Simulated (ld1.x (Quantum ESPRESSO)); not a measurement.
# What the settings do to the TM potential of Te

Base potential:

```
Element                 : tellurium (Te)
Generator               : ld1.x (Quantum ESPRESSO) 7.5
Type                    : norm-conserving Troullier–Martins (Kleinman–Bylander form)
Functional              : PBE
Relativity              : scalar-relativistic
Frozen core             : [Kr]
Valence charge          : 16
Reference configuration : 4d10 5s2 5p3.75 (charge +0.25)
Partial waves           : 5s (bound): rc 1.65 bohr; 5p (bound): rc 2.05 bohr; 4d (bound): rc 1.35 bohr
Local potential         : all-electron potential smoothed inside 1.50 bohr (lloc = -1)
Core correction         : a·sin(br)/r model core inside 1.00 bohr
```

Cutoffs, loose and tight: the cutoffs (Ry, on a coarse ladder) from which the occupation-weighted sum of valence levels, in a spherical-Bessel basis at the reference potential, stays within 10 and 1 mRy of its value at 400 Ry. They do not see the model core or the augmentation charge, which bear on the density cutoff. Test errors are all-electron minus pseudo excitation energies from the reference, over the configurations 4d10 5s2 5p4; 4d10 5s2 5p3; 4d10 5s2 5p2; 4d10 5s1 5p5; 4d10 5s2 5p1; 4d10 5s2 5p4.3; 4d9 5s2 5p5. A dash means not determined; rows that change the core or the reference have their own tests. The largest error is taken over the tests solved by every variant that gives reliable tests at all: 4d10 5s1 5p5; 4d10 5s2 5p1; 4d10 5s2 5p2; 4d10 5s2 5p3; 4d10 5s2 5p4; 4d10 5s2 5p4.3.

A true bound ghost makes a file unfit for plane-wave use even where its test errors are small: the radial tests pick states by their node count and pass the ghost by. Where a test does run into it, the solver fails or the error is huge.

```tsv
change	outcome	cutoff, loose	cutoff, tight	bound ghosts	largest test error (meV)
base	generated	100 Ry	180 Ry	s	+47
reference 4d10 5s2 5p2	generated	100 Ry	180 Ry	s	-359
wave 4d (bound): rc 1.35 bohr becomes 4d (bound): rc 1.52 bohr	generated	90 Ry	160 Ry	s	+48
core [Kr] 4d10, valence charge 6; reference 5s2 5p2; waves now 5p (bound): rc 1.75 bohr; 5s (bound): rc 1.30 bohr; local potential the s channel; core correction a·sin(br)/r model core inside 1.30 bohr	generated	120 Ry	200 Ry	p	-69
wave 5s (bound): rc 1.65 bohr becomes 5s (bound): rc 1.72 bohr	generated	100 Ry	180 Ry	s	+48
all radii but the core radius scaled by about 0.92 (s 1.52, p 1.88, d 1.24 bohr); local potential all-electron potential smoothed inside 1.38 bohr (lloc = -1)	generated	110 Ry	180 Ry	s, p	7 of 7 tests not solved or not reliable
local potential all-electron potential smoothed inside 1.15 bohr (lloc = -2)	generated	100 Ry	180 Ry	s	+50
core correction a·sin(br)/r model core inside 1.02 bohr	generated	100 Ry	180 Ry	s	+47
```

Problem. What comes out with this change to the base: local potential all-electron potential smoothed inside 0.94 bohr (lloc = -1)?

Solution. outcome: generated; cutoff, loose: 100 Ry; cutoff, tight: 180 Ry; bound ghosts: s, p; largest test error (meV): +19.
